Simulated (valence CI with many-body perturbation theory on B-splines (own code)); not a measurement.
## Level structure of Pr LV

Level of theory: relativistic CI+MBPT: three valence electrons over a frozen Dirac-Fock core [He], radial functions for each j: 11 s, 11 p, 10 d, 8 f, 5 g, 2 h, with the one-electron correlation potential Σ1, the two-electron term Σ2, the three-electron term Σ3, Breit, model QED; selected CI, second order for the rest, scaled by the run's own slope (own B-spline code, finite nucleus).

The last digits are not significant, and no measured levels were compared; by estimate large intervals hold to a few tenths of a per cent, small ones and those within an open d or f shell to about a per cent.

Levels 136 to 165 of 165, with energies above the lowest level, (2s^2 2p1/2) J=1/2. "Leading %" is the weight of the configuration and term that name the level; weights of strongly mixed levels are sums over their largest components and can fall short. In the jj column 3d3/2^4 stands for four electrons in 3d with j = 3/2. Lifetimes count E1, E2, E3, M1 and M2 decay at the calculated energies, and are blank where another channel may lead or the interval is too uncertain; long ones can be off by a factor of two.

```tsv
No.	Configuration	Term	J	E (Ry)	Leading %	g	Lifetime	Second component	Leading jj
136	2s.2p.4s	2P°	1/2	638.06	85	0.918	17.8 fs	14 % 2s.2p.4s 4P°	2s 2p1/2 4s (99 %)
137	2s.2p.4p	4D	3/2	639.32	43	1.118	10.9 fs	30 % 2s.2p.4p 2D	2s 2p1/2 4p1/2 (99 %)
138	2s.2p.4p	4P	1/2	639.94	44	1.816	15.8 fs	20 % 2s.2p.4p 2S	2s 2p1/2 4p1/2 (99 %)
139	2s.2p.4p	4P	3/2	642.49	30	1.367	14.2 fs	26 % 2s.2p.4p 4D	2s 2p1/2 4p3/2 (100 %)
140	2s.2p.4d	4F°	3/2	643.64	60	0.679	6.49 fs	14 % 2s.2p.4d 2D°	2s 2p1/2 4d3/2 (100 %)
141	2s.2p.4p	2P	1/2	644.35	46	1.305	6.70 fs	17 % 2s.2p.4p 4P	2s 2p1/2 4p3/2 (98 %)
142	2s.2p.4p	4D	5/2	644.36	44	1.333	33.5 fs	38 % 2s.2p.4p 2D	2s 2p1/2 4p3/2 (99 %)
143	2s.2p.4p	2D	3/2	644.43	41	1.286	9.14 fs	21 % 2s.2p.4p 2P	2s 2p1/2 4p3/2 (99 %)
144	2s.2p.4d	4F°	5/2	645.13	44	1.176	4.30 fs	29 % 2s.2p.4d 4D°	2s 2p1/2 4d5/2 (81 %)
145	2s.2p.4d	2F°	5/2	645.51	37	1.100	7.14 fs	27 % 2s.2p.4d 2D°	2s 2p1/2 4d3/2 (80 %)
146	2s.2p.4d	2P°	3/2	645.76	25	1.086	3.44 fs	21 % 2s.2p.4d 2D°	2s 2p1/2 4d3/2 (98 %)
147	2s.2p.4d	4D°	1/2	645.83	56	0.428	2.64 fs	38 % 2s.2p.4d 2P°	2s 2p1/2 4d3/2 (99 %)
148	2s.2p.4f	4G	5/2	645.83	45	0.841	7.58 fs	19 % 2s.2p.4f 4F	2s 2p1/2 4f5/2 (100 %)
149	2s.2p.4f	4F	7/2	646.49	26	1.144	7.73 fs	24 % 2s.2p.4f 4D	2s 2p1/2 4f7/2 (100 %)
150	2s.2p.4d	4F°	7/2	647.01	38	1.237	3.72 fs	38 % 2s.2p.4d 2F°	2s 2p1/2 4d5/2 (99 %)
151	2s.2p.4d	2F°	5/2	647.22	43	1.142	3.72 fs	24 % 2s.2p.4d 4P°	2s 2p1/2 4d5/2 (98 %)
152	2s.2p.4d	2D°	3/2	647.25	38	1.102	3.78 fs	38 % 2s.2p.4d 2P°	2s 2p1/2 4d5/2 (98 %)
153	2s.2p.4f	2G	7/2	647.71	36	0.996	7.61 fs	34 % 2s.2p.4f 4G	2s 2p1/2 4f5/2 (99 %)
154	2s.2p.4f	4F	3/2	647.75	50	0.655	7.53 fs	38 % 2s.2p.4f 2D	2s 2p1/2 4f5/2 (99 %)
155	2s.2p.4f	4G	5/2	647.76	31	0.926	7.57 fs	24 % 2s.2p.4f 2F	2s 2p1/2 4f5/2 (99 %)
156	2s.2p.4f	2G	9/2	648.36	38	1.183	7.74 fs	34 % 2s.2p.4f 4G	2s 2p1/2 4f7/2 (99 %)
157	2s.2p.4f	2G	7/2	648.42	32	1.139	7.74 fs	32 % 2s.2p.4f 4D	2s 2p1/2 4f7/2 (99 %)
158	2s.2p.4f	2D	5/2	648.43	38	1.071	7.72 fs	30 % 2s.2p.4f 2F	2s 2p1/2 4f7/2 (99 %)
159	2p2.4s	4P	1/2	652.57	46	1.998	18.5 fs	28 % 2p2.4s 2S	2p1/2^2 4s (97 %)
160	2p2.4p	2P°	1/2	654.10	45	0.658	8.36 fs	39 % 2p2.4p 4D°	2p1/2^2 4p1/2 (98 %)
161	2p2.4p	2P°	3/2	659.10	33	1.330	8.79 fs	20 % 2p2.4p 4D°	2p1/2^2 4p3/2 (98 %)
162	2p2.4d	2D	3/2	660.16	41	0.792	9.90 fs	33 % 2p2.4d 4F	2p1/2^2 4d3/2 (98 %)
163	2p2.4d	2D	5/2	661.79	35	1.196	3.77 fs	18 % 2p2.4d 4D	2p1/2^2 4d5/2 (98 %)
164	2p2.4f	2F°	5/2	662.25	40	0.851	7.65 fs	30 % 2p2.4f 4G°	2p1/2^2 4f5/2 (98 %)
165	2p2.4f	2F°	7/2	662.92	36	1.138	7.80 fs	17 % 2p2.4f 2G°	2p1/2^2 4f7/2 (98 %)
```
